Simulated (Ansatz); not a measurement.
Input for Ansatz (development build ahead of 0.2.0):

```yaml
crystal:
  periodic: [false, false, false]
  atoms:
    - { symbol: C, position_ang: [0.0, 0.705, 0.0] }
    - { symbol: C, position_ang: [-1.2211, 1.41, 0.0] }
    - { symbol: C, position_ang: [-2.44219, 0.705, 0.0] }
    - { symbol: C, position_ang: [-2.44219, -0.705, 0.0] }
    - { symbol: C, position_ang: [-1.2211, -1.41, 0.0] }
    - { symbol: C, position_ang: [0.0, -0.705, 0.0] }
    - { symbol: C, position_ang: [1.41, 0.705, 0.0] }
    - { symbol: C, position_ang: [1.41, -0.705, 0.0] }
    - { symbol: C, position_ang: [2.6311, 1.41, 0.0] }
    - { symbol: C, position_ang: [3.85219, 0.705, 0.0] }
    - { symbol: C, position_ang: [3.85219, -0.705, 0.0] }
    - { symbol: C, position_ang: [2.6311, -1.41, 0.0] }
    - { symbol: H, position_ang: [-1.2211, 2.495, 0.0] }
    - { symbol: H, position_ang: [-3.38183, 1.2475, 0.0] }
    - { symbol: H, position_ang: [-3.38183, -1.2475, 0.0] }
    - { symbol: H, position_ang: [-1.2211, -2.495, 0.0] }
    - { symbol: H, position_ang: [2.6311, 2.495, 0.0] }
    - { symbol: H, position_ang: [4.79183, 1.2475, 0.0] }
    - { symbol: H, position_ang: [4.79183, -1.2475, 0.0] }
    - { symbol: H, position_ang: [2.6311, -2.495, 0.0] }
basis:
  gaussian: { orbitals: def2-TZVP }
magnetization:
  initial_magnetization: 2
hamiltonian:
  xc: { name: wB97X }
```

The input is written out in the form of the current development build from the run's settings.

The run gave:

```yaml
Converged: yes
Total_energy: -461.95062 hartree
Spin_squared_of_the_determinant: 2.000
Stability_test: minimum among restricted orbitals
```

Caution: another spin multiplicity may lie lower.
